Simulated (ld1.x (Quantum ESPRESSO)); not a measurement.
# An all-electron radial function and its pseudo partner (gallium (Ga))

Columns: radius, all-electron u(r) and pseudo u(r) of the 4s shell (level -8.95 eV) of gallium in the configuration [Ar] 3d10 4s2 4p1; PBE, scalar-relativistic, TM semilocal scheme, ld1.x (Quantum ESPRESSO) 7.5.

```json
{"r (bohr)": "0.110", "all-electron": "-0.1550", "pseudo": "-0.0667"}
{"r (bohr)": "0.220", "all-electron": "-0.0939", "pseudo": "-0.1236"}
{"r (bohr)": "0.330", "all-electron": "0.1628", "pseudo": "-0.1634"}
{"r (bohr)": "0.440", "all-electron": "0.3026", "pseudo": "-0.1842"}
{"r (bohr)": "0.550", "all-electron": "0.2952", "pseudo": "-0.1916"}
{"r (bohr)": "0.660", "all-electron": "0.1935", "pseudo": "-0.1959"}
{"r (bohr)": "0.770", "all-electron": "0.0496", "pseudo": "-0.2084"}
{"r (bohr)": "0.880", "all-electron": "-0.1028", "pseudo": "-0.2393"}
{"r (bohr)": "0.990", "all-electron": "-0.2454", "pseudo": "-0.2963"}
{"r (bohr)": "1.100", "all-electron": "-0.3694", "pseudo": "-0.3792"}
{"r (bohr)": "1.210", "all-electron": "-0.4720", "pseudo": "-0.4724"}
{"r (bohr)": "1.320", "all-electron": "-0.5535", "pseudo": "-0.5535"}
{"r (bohr)": "1.430", "all-electron": "-0.6152", "pseudo": "-0.6152"}
{"r (bohr)": "1.540", "all-electron": "-0.6597", "pseudo": "-0.6597"}
{"r (bohr)": "1.650", "all-electron": "-0.6892", "pseudo": "-0.6892"}
{"r (bohr)": "1.760", "all-electron": "-0.7062", "pseudo": "-0.7062"}
{"r (bohr)": "1.870", "all-electron": "-0.7127", "pseudo": "-0.7127"}
{"r (bohr)": "1.980", "all-electron": "-0.7105", "pseudo": "-0.7105"}
{"r (bohr)": "2.090", "all-electron": "-0.7014", "pseudo": "-0.7014"}
{"r (bohr)": "2.200", "all-electron": "-0.6867", "pseudo": "-0.6867"}
{"r (bohr)": "2.310", "all-electron": "-0.6676", "pseudo": "-0.6676"}
{"r (bohr)": "2.420", "all-electron": "-0.6452", "pseudo": "-0.6452"}
{"r (bohr)": "2.530", "all-electron": "-0.6205", "pseudo": "-0.6205"}
{"r (bohr)": "2.640", "all-electron": "-0.5940", "pseudo": "-0.5940"}
{"r (bohr)": "2.750", "all-electron": "-0.5664", "pseudo": "-0.5664"}
{"r (bohr)": "2.860", "all-electron": "-0.5383", "pseudo": "-0.5383"}
```

(1) How many radial nodes do the two functions have?

(2) At about which radius was the pseudo-wave matched?

(3) Is the pseudo-wave norm-conserving?

## Answers

(1) The all-electron 4s function has n − l − 1 = 3 (the table is too coarse to show those close to the nucleus); the pseudo-wave has 0, since the states of the same l below it are removed with the core.

(2) 1.30 bohr, where the columns begin to agree (steps of 0.11 bohr).

(3) Yes: the TM semilocal scheme keeps the norm inside the radius equal to the all-electron one, which fixes the energy derivative of the logarithmic derivative at the level.
